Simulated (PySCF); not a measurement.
Gas-phase reaction: 2 CrO3 + 4 Cl = 2 CrO2Cl2 + O2

Energies from PySCF (xtb for GFN2), thermal terms from the rigid-rotor harmonic-oscillator model, ideal gas at 1 bar. S°(298 K) at PBE0/def2-TZVP differs from the NASA 1993 table for CrO3 (+11 J/mol/K); whether the harmonic model or the table's entry is off was not settled. † marks an energy on the PBE0/def2-TZVP geometry and frequencies; other levels use their own. MP2 and CCSD(T) freeze the core. Open shells (unrestricted): Cl (multiplicity 2, electronic degeneracy 6), O2 (multiplicity 3); the rest are closed-shell singlets. GFN2 has no spin-polarisation term. Spin-orbit splitting is ignored; it lowers the true energy and changes the entropy of Cl. B3LYP is the form with VWN-RPA correlation. MP2 isn't extrapolated to the basis-set limit; its ΔH°(298 K) is -1030.3 kJ in def2-SVP and -1069.0 kJ in def2-TZVPP. CCSD(T) isn't extrapolated to the basis-set limit; its ΔH°(298 K) is -818.2 kJ in def2-SVP and -891.5 kJ in def2-TZVPP. The harmonic model lacks anharmonicity and excited electronic states, which grow with temperature; levels with a mode under 35 cm⁻¹ are left out. Strong static correlation: CrO3. Warning, large T1 diagnostic: CrO2Cl2, CrO3 (CCSD(T)/def2-SVP†).

```
level               ΔE electronic, kJ  ΔH°(298 K), kJ  ΔS°(298 K), J/K  ΔG°(600 K), kJ
------------------  -----------------  --------------  ---------------  --------------
B3LYP/def2-TZVP†                 -919            -912             -369            -691
BLYP/def2-TZVP†                  -915            -908             -369            -686
CCSD(T)/def2-SVP†                -825            -818             -369            -596
GFN2-xTB                        -1167           -1161             -360            -945
MP2/def2-TZVPP†                 -1075           -1069             -369            -847
PBE/def2-SVP                    -1014           -1008             -361            -791
PBE/def2-TZVP†                  -1008           -1001             -369            -779
PBE0/def2-QZVP†                  -987            -981             -369            -759
r2SCAN/def2-TZVP†               -1019           -1013             -369            -791
LDA/def2-TZVP†                  -1192           -1186             -369            -964
ωB97X-V/def2-TZVP†               -960            -954             -369            -732
```
ΔH° is lowest at LDA/def2-TZVP† and highest at CCSD(T)/def2-SVP†. No reference value is set beside these.
